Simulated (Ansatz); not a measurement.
## How basis sets differ on GeHBr (SMILES [GeH][Br])

GeHBr: 3 atoms, total charge 0, spin state singlet. As SMILES, `[GeH][Br]`. The coordinates come from a PBE0-D4/def2-TZVP relaxation.

```xyz
3

Ge    0.3594   -0.8599    0.0940
Br    0.6736    1.4172    0.5259
H    -1.0440   -0.6222   -0.6332
```

Each level gives the HOMO–LUMO gap (eV). The values are calculated.

```
                          level          kind  program  value (eV)
                      HF/STO-3G  Hartree–Fock   Ansatz       10.52
                       HF/3-21G  Hartree–Fock   Ansatz        9.11
HF/6-31G* (spherical functions)  Hartree–Fock   Ansatz        9.34
                    HF/def2-SVP  Hartree–Fock   Ansatz        9.43
```

All-electron rows without a relativistic Hamiltonian named are non-relativistic. The values span 9.11 to 10.52 eV. A Hartree–Fock LUMO above zero doesn't converge with the basis: it sinks as sets grow more diffuse. Orbital gaps aren't excitation energies.
